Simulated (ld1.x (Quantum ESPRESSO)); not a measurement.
# Transferability test, ultrasoft potential for lead (Pb)

Pb, ultrasoft, made with ld1.x (Quantum ESPRESSO) 7.5 (LDA (PZ), scalar-relativistic). Core [Xe] 4f14, reference 5d10 6s2 6p2. Waves: 6s (bound): rcut 1.90, rcutus 2.25 bohr; 6s channel at -0.05 Ry: rcut 1.90, rcutus 2.25 bohr; 6p (bound): rcut 1.95, rcutus 2.15 bohr; 6p channel at 0.2 Ry: rcut 1.95, rcutus 2.15 bohr; 5d (bound): rcut 1.15, rcutus 1.30 bohr; 5d channel at 0.85 Ry: rcut 1.15, rcutus 1.30 bohr. Local part: all-electron potential smoothed inside 2.25 bohr (lloc = -1). Core correction: a·sin(br)/r model core inside 0.80 bohr. Augmentation charge: PSQ, radius 1.10 bohr.

Energies are relative to the spin-unpolarised reference configuration 5d10 6s2 6p2; without spin polarisation the order of configurations can differ from experiment. Spin-polarised rows fill each open shell by Hund’s rule, majority spin first.

Give the all-electron excitation energy and the error of the potential for: 5d10 6s2 6p1; 5d10 6s2 6p0; 5d10 6s1 6p0; 5d9 6s2 6p2; 5d10 6s2 6p1.5; 5d9 6s2 6p3; 5d10 6s2 6p2.3; 5d10 6s2 6p2 (spin-polarised); 5d10 6s2 6p1 (spin-polarised).

```
        valence configuration  charge  ΔE all-electron (eV)  error AE − PS (meV)
                 5d10 6s2 6p1      +1                 6.833                 -3.8
                 5d10 6s2 6p0      +2                20.595                  -18
                 5d10 6s1 6p0      +3                53.472                  -59
                  5d9 6s2 6p2      +1                27.300                  -53
               5d10 6s2 6p1.5    +0.5                 2.610                 -1.1
                  5d9 6s2 6p3       0                19.234                  -50
               5d10 6s2 6p2.3    -0.3                -0.859                 +0.4
5d10 6s2 6p2 (spin-polarised)       0                -0.452                 +1.9
5d10 6s2 6p1 (spin-polarised)      +1                 6.687                 -3.2
```
